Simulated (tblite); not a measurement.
C6H6N3 (doublet state).
SMILES with atom numbers: `[H]/[N:9]=[CH:8]\[c:7]1[c:2]([CH3:1])[n:3][cH:4][c:5][n:6]1` (hydrogens: H10, H11, H12 on C1; H13 on C4; H14 on C8; H15 on N9)

Geometry (GFN2-xTB, Å), atoms numbered from 1 in this order:
```xyz
15
C6H6N3 angstrom
C     -0.9642   -1.5577    0.7065
C      0.1500   -0.6778    0.2364
N      1.3721   -1.1807    0.2795
C      2.4222   -0.4871   -0.1090
C      2.2069    0.8060   -0.5777
N      1.0282    1.3051   -0.6277
C     -0.0551    0.6328   -0.2390
C     -1.3571    1.3009   -0.3347
N     -1.5536    2.4745   -0.7416
H     -1.6829   -1.7245   -0.0940
H     -0.5526   -2.5131    1.0196
H     -1.4841   -1.1012    1.5470
H      3.3899   -0.9580   -0.0447
H     -2.2260    0.7284   -0.0261
H     -0.6982    2.9606   -1.0163
```

Level: GFN2-xTB in tblite, geometry and Hessian alike; calculated harmonic values, unscaled, isolated species. The method is semi-empirical: single wavenumbers can be off by several per cent or more. One conformer, not necessarily the lowest. Open shells enter through the occupations alone, without spin polarisation, and single modes of such species can be off by tens of per cent.

Harmonic wavenumbers (cm⁻¹): 52.7, 94.9, 132.3, 184.4, 220.5, 304.0, 313.6, 439.2, 465.4, 534.6, 590.8, 680.9, 783.3, 788.9, 817.8, 839.5, 989.5, 1017.3, 1078.1, 1093.1, 1146.2, 1165.9, 1221.3, 1264.8, 1340.9, 1358.1, 1386.2, 1403.8, 1448.7, 1465.4, 1469.0, 1592.4, 1695.6, 3016.7, 3021.1, 3025.5, 3060.5, 3090.4, 3298.5.

A = 2763, B = 1648, C = 1039 MHz; mass 120.056 u (most abundant isotopes); point group Cs, symmetry number 1; spin multiplicity 2.

Question: Zero-point energy?

Answer: ½Σν̃ = 23946 cm⁻¹ = 68.47 kcal/mol.

Question: Give the ideal-gas entropy at 350 K and 1 bar in the rigid-rotor, harmonic-oscillator model (classical rotation).

Answer: Translation 41.09, rotation 29.09, vibration 26.74, spin (R ln 2) 1.38: S = 98.3 cal/(mol K).

Question: And Cp and H(350 K) − H(0)?

Answer: Cp = 36.29 cal/(mol K), of which vibrations give 28.34 (their classical limit is 39 R = 77.5); H(350 K) − H(0) = 7.75 kcal/mol without the zero-point energy, 4.97 from vibrations.

Question: Which modes carry the vibrational entropy at 350 K?

Answer: 52.7 cm⁻¹: 5.03; 94.9 cm⁻¹: 3.87; 132.3 cm⁻¹: 3.22; 184.4 cm⁻¹: 2.58; 220.5 cm⁻¹: 2.25; 304.0 cm⁻¹: 1.67 cal/(mol K); the other 33 give 8.12 together.

Question: How do the functions run with temperature in this model?

Answer: 
```tsv
T (K)	S (cal/(mol K))	Cp (cal/(mol K))	H − H(0) (kcal/mol)	G − H(0) (kcal/mol)	ln q(vib)
100	67.9	16.4	1.18	-5.61	1.23
200	81.7	24.2	3.21	-13.12	3.25
300	93.0	32.3	6.04	-21.87	5.29
500	113.1	46.9	14.02	-42.52	9.37
800	138.5	60.8	30.39	-80.40	15.26
1000	152.7	66.5	43.16	-109.55	18.92
```

q(vib) and H(0) count from the zero-point level.

Question: What must be added to the electronic energy to get the Gibbs energy at 350 K and 1 bar?

Answer: ZPE + [H(350 K) − H(0)] − T·S = 68.47 + 7.75 − 34.40 = 41.82 kcal/mol.

Question: Blend soft modes into free rotors: weight 1/[1 + (100 cm⁻¹/ν̃)⁴] for the oscillator and the rest for a rotor with moment μB/(μ + B), μ = h/(8π²ν), B = 10⁻⁴⁴ kg m². What vibrational entropy results?

Answer: 24.89 cal/(mol K) in place of 26.74, which changes −T·S at 350 K by +0.65 kcal/mol.

Hindered rotation and anharmonicity are outside this model. Other conformers, if any are populated, would add a mixing term that is left out.

The run took 0.38 s of wall time on Arm Neoverse V2, one thread, shared host with 96 logical CPUs at a one-minute load of 64. This covers the Hessian and the dipole derivatives.
